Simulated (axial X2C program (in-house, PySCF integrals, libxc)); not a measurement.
Nuclear properties of NTeN

Calculated with an in-house all-electron X2C program for linear molecules (integrals from PySCF): two-component X2C with atomic mean-field Coulomb and Gaunt terms, Gaussian nuclei, basis N dyall-av3z, Te dyall-v3z with contracted cores.

N–Te–N held linear, with bonds 1.817 and 1.817 Å (near the PBE0 minimum at charge 0 of the determinant lowest at the starting distance; the state shown can have its own minimum elsewhere, held linear; other orders of the atoms were not compared).

Determinant lowest in the PBE0 search, Ω = 0 (closed shell), highest spinor 87% N p, 13% Te d:

```
level  qzz N (a.u.)  qzz Te (a.u.)
 PBE0          0.99          -3.10
   HF          0.70          -5.63
TPSSh          0.98          -2.05
```

qzz is the electric field gradient, eQq0 = 234.96 MHz × Q/barn × qzz. The operators were transformed with the bare-nucleus X2C matrices; with these basis sets, hyperfine constants and field gradients can be off by tens of per cent, and where levels differ in sign neither size nor sign is settled.

With Q(14N) = 0.02044 barn (Q from Pyykkö, Mol. Phys. 2018), turn the PBE0 values of the first state into constants in MHz.

eQq0(14N) = 234.96 × (0.02044) × (0.99) = 4.75 MHz.

The molecule was held linear; bending was not examined, so a bent shape may lie lower.

Each state is one determinant with collinear spin. At HF a later determinant lies lower. The search compared states at one distance, so a state with another bond length can lie lower. Further determinants of the search, some of them spin-mixed, are not shown. Where a field gradient or hyperfine factor spreads by more than a factor of two over the levels, a constant derived from it is not to be relied on.
